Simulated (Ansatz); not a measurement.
Molecule: sum formula BNH3, charge 1, multiplicity 1. 
Structure (B3LYP-D3(BJ)/def2-TZVP (Ansatz, a program for electronic structure) minimum search):
```
N
B 1 1.3115
H 1 1.0214 2 123.46
H 1 1.0214 3 113.09 2 -180.00
H 2 1.1685 4 155.55 1 180.00
```
Charge +1, spin multiplicity 1.

Basis-set convergence of Hartree-Fock and CCSD correlation energies (hartree) with Ansatz. Correlated levels leave the core frozen unless marked. No spin-orbit coupling. No relativistic terms.

```
basis        functions      E(HF)  E(corr, CCSD)
-----------  ---------  ---------  -------------
def2-SVPD           64  -80.55973       -0.26115
def2-TZVPPD        125  -80.65050       -0.30100
def2-QZVPPD        225  -80.65431       -0.31684
```

Extrapolating the two largest sets (X = 3 and 4) as X^-3: E(corr) = (64·(-0.31684) - 27·(-0.30100))/37 = -0.3284 Eh, an estimate of the basis-set limit. The largest set recovers 96.5 % of it, the smallest 79.5 %.
